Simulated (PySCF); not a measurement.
# Working out the ionisation energy of Ar⁺

Ar⁺ [Ne] 3s2 3p5 (2P) → Ar²⁺ [Ne] 3s2 3p4 (3P). Calculation: PySCF 2.14, in aug-cc-pCVTZ-DK; scalar relativity by spin-free X2C-1e. Frozen: 1s2. Energies in hartree (1 hartree = 27.21139 eV):

```tsv
part	Ar⁺ (lower)	Ar²⁺ (upper)
UHF	-528.087392	-527.118983
CCSD correlation	-0.500647	-0.463971
(T)	-0.007731	-0.006268
```

Question: What does Hartree-Fock give?

Answer: (-527.118983) − (-528.087392) = 0.968409 hartree = 26.352 eV.

Question: What do CCSD and CCSD(T) give?

Answer: The CCSD correlation energies differ by 0.036676 hartree = 0.998 eV and the triples by 0.001463 hartree = 0.040 eV, so CCSD gives 27.350 eV and CCSD(T) 27.390 eV.

A first-order spin-orbit estimate adds -0.007 eV to CCSD(T) (valence and next inner shell), giving 27.383 eV against 27.630 eV (measured; NIST Atomic Spectra Database, ionization energies).

What remains against the reference includes basis incompleteness, the frozen core and higher excitations.
